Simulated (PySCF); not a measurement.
Symmetry of computed structures. Method used: PySCF 2.14.0, PBE0-D3(BJ)/def2-SVP geometry optimisation, gas phase. The symmetry is that of the one conformer found, every atom within 0.08 Å of its image; none is proved a minimum here.

(1) SiBr2H2 (`Br[SiH2]Br`): symmetry, top, dipole?

(2) Point group, rotor type and polarity of `FB(F)C1=CC=C(Cl)C=C1`?

(3) Point group, rotor type and polarity of `[CH3:1][CH2:2][C:3]1=[CH:4][CH2:5][C:6]=[CH:7][CH2:8]1` (doublet state) with C1–C2–C3–C4 -112°?

## Answers

(1) C2v; near-prolate asymmetric top; symmetry number 2; 4 operations, which sort the 5 atoms into 3 sets; dipole 1.21 D, along b, the twofold axis; A, B, C = 10586, 956.9, 887.0 MHz.

(2) C2v; near-prolate asymmetric top; symmetry number 2; 4 operations, which sort the 14 atoms into 9 sets; dipole 0.86 D, along a, the twofold axis; A, B, C = 3679, 509.4, 447.5 MHz.

(3) C1; asymmetric top; symmetry number 1; this conformer is chiral (no improper operation); dipole 1.19 D; A, B, C = 4096, 1461, 1174 MHz.
